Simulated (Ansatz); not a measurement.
CH6OSSi, SMILES CS[SiH2]O.

Geometry: PBE0-D3(BJ)/def2-SVP. Other conformers were not sampled.

Two levels are set side by side: PBE/def2-SVPD (Ansatz, an electronic-structure program) and CAM-B3LYP/def2-SVPD (Ansatz). Energy differences of separate SCF runs at the same geometry; the states with an electron removed or added have multiplicity 2 and 2. Differences are taken from unrounded values.

```
quantity                           CAM-B3LYP
---------------------------------  ---------
vertical ionisation energy (eV)         9.34
vertical singlet–triplet gap (eV)       5.50
```

Problem. What does PBE give, and how far is it from CAM-B3LYP? (An estimate is asked for; the answer gives what the named calculation found.)

Solution. 
```csv
quantity,PBE,PBE minus CAM-B3LYP
vertical ionisation energy (eV),9.15,-0.19
vertical singlet–triplet gap (eV),5.12,-0.38
```
